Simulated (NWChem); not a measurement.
System: BeH2SeS; SMILES [SH][Be][SeH]

Here is an NWChem input.

```
start job
memory heap 200 mb stack 900 mb global 1100 mb
geometry units angstroms
  Be     0.022059    -0.663009     0.037511
  S     -0.050957    -2.565025     0.116953
  H      0.004614    -2.691683    -1.230234
  Se     0.134319     1.363746    -0.023908
  H     -1.334541     1.458739    -0.089184
end
basis spherical
  * library sto-3g
end
dft
  xc hfexch
  iterations 150
end
driver
  maxiter 120
end
task dft optimize
task dft freq
```

This build's default masses of Se (78.918 u) and Br (79.917 u) are each other's, which moves their modes by up to 0.6 %.

The level has its own optimisation; frequencies are unscaled.

Question: Give the results of this calculation. (Hartree-Fock/STO-3G.) Quantities: r Be–S (Å); r Be–Se (Å); r H–S (Å); r H–Se (Å); highest harmonic frequency (cm⁻¹); lowest (cm⁻¹); zero-point energy (kcal/mol); dipole (D).

Answer: 
```yaml
r Be–S (Å): 1.827
r Be–Se (Å): 1.969
r H–S (Å): 1.332
r H–Se (Å): 1.441
highest harmonic frequency (cm⁻¹): 3242
lowest (cm⁻¹): 221
zero-point energy (kcal/mol): 14.4
dipole (D): 1.61
```
